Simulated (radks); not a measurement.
Problem. The osmium ion Os5+ is in [Xe] 4f14 5d(3/2: 3, 5/2: 0). Calculated with a radial shooting solver on a logarithmic mesh with Libxc functionals: Dirac Kohn-Sham, relativistic LDA (MacDonald-Vosko exchange, VWN5 correlation), spin-unpolarised, spherical densities, finite nucleus; Fermi nuclear charge, rms radius of each element as measured or else 0.836 A^(1/3) + 0.57 fm. Sub-shells are occupied by j as written (lower j first in brackets). One electron is removed from 5d3/2, 4f5/2, 5p3/2, 4f7/2 in turn, with full relaxation. Which removal costs least, and what does each cost?

Solution. 5d3/2 70.723 eV; 5p3/2 116.24 eV; 4f7/2 127.46 eV; 4f5/2 130.39 eV. The 5d3/2 electron leaves first.
